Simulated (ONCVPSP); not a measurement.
# What the settings do to the ONCV potential of antimony

Base potential:

antimony, optimised norm-conserving Vanderbilt (ONCV), made with ONCVPSP 4.0.1 (PBE, scalar-relativistic). Core [Kr], reference 4d10 5s2 5p1.5 (charge +1.5). Waves: 5s: rc 1.65 bohr, ncon 5, nbas 8, qcut 3.1 1/bohr, 2 projectors, debl 1.5 Ha; 5p: rc 2.05 bohr, ncon 4, nbas 7, qcut 4.6 1/bohr, 2 projectors, debl 2.4 Ha; 4d: rc 1.30 bohr, ncon 3, nbas 7, qcut 9.8 1/bohr, 2 projectors, debl 0.6 Ha. Local part: polynomial inside 1.10 bohr (lpopt 5, dvloc0 6 Ha). Core correction: polynomial model core, fcfact 0.65.

In the d channel the program set the typed energies aside and used -1.719, 0.250 Ha.

Cutoffs, loose and tight: the cutoffs (Ha) at which the residual kinetic energy of the hardest occupied pseudo-wave falls to 1 and 0.1 mHa per electron. They do not see the model core or the augmentation charge, which bear on the density cutoff. Test errors are all-electron minus pseudo excitation energies from the reference, over the configurations 4d10 5s2 5p3; 4d10 5s2 5p2; 4d10 5s2 5p1; 4d9 5s2 5p3. A dash means not determined; rows that change the core or the reference have their own tests.

A true bound ghost makes a file unfit for plane-wave use even where its test errors are small: the radial tests pick states by their node count and pass the ghost by.

```csv
change,outcome,"cutoff, loose","cutoff, tight",bound ghosts,GHOST(+) flags above zero,largest test error (meV)
base,"generated, projector energies reset by the program",56 Ha,65 Ha,s,"s, p",-373
"local potential polynomial inside 1.10 bohr (lpopt 5, dvloc0 -2.5 Ha)","generated, projector energies reset by the program",56 Ha,65 Ha,"s, p",s,-376
"local potential polynomial inside 1.10 bohr (lpopt 5, dvloc0 0 Ha)","generated, projector energies reset by the program",56 Ha,65 Ha,"s, p",s,-354
"local potential polynomial inside 1.10 bohr (lpopt 5, dvloc0 2 Ha)","generated, projector energies reset by the program",56 Ha,65 Ha,s,"s, p",-370
"local potential polynomial inside 1.10 bohr (lpopt 5, dvloc0 4 Ha)","generated, projector energies reset by the program",56 Ha,65 Ha,s,"s, p",-370
"local potential polynomial inside 1.10 bohr (lpopt 5, dvloc0 5 Ha)","generated, projector energies reset by the program",56 Ha,65 Ha,s,"s, p",-370
"local potential polynomial inside 1.10 bohr (lpopt 5, dvloc0 7 Ha)","generated, projector energies reset by the program",56 Ha,65 Ha,s,"s, p",-373
"local potential polynomial inside 1.10 bohr (lpopt 5, dvloc0 8.5 Ha)","generated, projector energies reset by the program",56 Ha,65 Ha,s,"s, p",-376
```

Reading the sweep of the dvloc0 (base included, trends over the rows without a ghost): Bound ghosts are found at -2.5, 0, 2, 4, 5, 6, 7, 8.5 Ha. Every judged row has one, so this setting neither creates nor removes them.
